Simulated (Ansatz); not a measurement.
Relaxation of BGeH$_{6}$NO$_{2}$ (11 atoms, charge 0, multiplicity 1), to a largest force component of 0.02 eV/Å in at most 50 steps.

The calculation used RKS BLYP/def2-SVP in Ansatz 0.2.0.

```xyz
11
Properties=species:S:1:pos:R:3
N -1.916 0.077 0.486
Ge -0.300 -0.511 1.018
B 1.030 -0.150 -0.444
O 2.301 0.694 -0.152
O 0.883 -0.738 -1.775
H -1.846 1.153 0.254
H -2.160 -0.354 -0.423
H -0.343 -2.016 1.275
H 0.136 0.238 2.360
H 1.936 1.604 -0.346
H 0.344 -0.055 -2.233
```

Problem. Where does it end, and by what steps?

Solution. The run converged. After 23 steps the energy has fallen by 2.011 eV; H10 moved furthest, 1.29 Å.

```
step  energy less start (eV)  largest force component (eV/Å)  accepted
   0                  0.0000                           3.775       yes
   1                 -0.6691                           2.494       yes
   2                 -0.9753                           3.117       yes
   3                 -1.2160                           2.642       yes
   4                 -1.6031                           1.254       yes
   5                 -1.9009                           0.618       yes
   6                 -1.9347                           0.510       yes
   7                 -1.9903                           0.439       yes
   8                 -2.0000                           0.143       yes
   9                 -2.0044                           0.093       yes
  10                 -2.0056                           0.088       yes
  11                 -2.0071                           0.065       yes
  12                 -2.0079                           0.047       yes
  13                 -2.0081                           0.128       yes
  14                 -2.0090                           0.055       yes
  15                 -2.0095                           0.020       yes
  16                 -2.0102                           0.059       yes
  17                 -2.0103                           0.051       yes
  18                 -2.0107                           0.037       yes
  19                 -2.0109                           0.029       yes
  20                 -2.0111                           0.026       yes
  21                 -2.0112                           0.033       yes
  22                 -2.0112                           0.024       yes
  23                 -2.0113                           0.010       yes
```

```xyz
11
Properties=species:S:1:pos:R:3
N -2.152 -0.108 0.626
Ge -0.300 -0.267 0.978
B 0.984 0.063 -0.671
O 2.278 0.526 -0.589
O 0.469 -0.204 -1.911
H -2.385 0.868 0.392
H -2.396 -0.654 -0.214
H -0.111 -1.701 1.568
H -0.016 0.743 2.138
H 2.570 0.706 0.324
H 1.124 -0.028 -2.620
```

The run took 110 s on 2 threads of Arm Neoverse N1, with other jobs on the host, peak memory 0.16 GiB.
